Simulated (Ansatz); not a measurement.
Program: Ansatz. Geometries: PBE0-D4/def2-TZVP. ΔE: electronic, gas phase. CCSD(T)/CBS adds triple-zeta CCSD(T) − MP2 to the extrapolated MP2 energy (def2 sets, frozen cores). This one scheme is used for every species. DFT in def2-TZVPP. For Ge outer-core shells are correlated without core-valence functions, which leaves a few kJ/mol of doubt a bond. Scalar relativity is left out up to krypton. Each species was taken in one conformer, which may not be the lowest.

`C[O][GeH]([F])[Cl]` + `N#[C][AlH][Cl]` → `N#[C][GeH]([F])[Cl]` + `C[O][AlH][Cl]`  (redistribution)

| level | ΔE (eV) |
| --- | --- |
| PBE0-D4 | -0.42 |
| r2SCAN0-D4 | -0.42 |
| revPBE | -0.42 |
| MP2/def2-QZVPP | -0.42 |

(1) What does CCSD(T)/CBS give? (Best estimate.)

Largest T1 diagnostic among the species: 0.012.

## Answers

(1) Computed: -0.40 eV. The listed levels differ from it by -0.02, -0.02, -0.02, -0.02 eV.

Leaving LDA and LC-ωPBE aside and taking each functional with its dispersion term where it has one, the values, not all of them listed here, spread over 0.07 eV, from CAM-B3LYP-D4 to B97M-V. LDA lies −0.03 eV from PBE without D4.
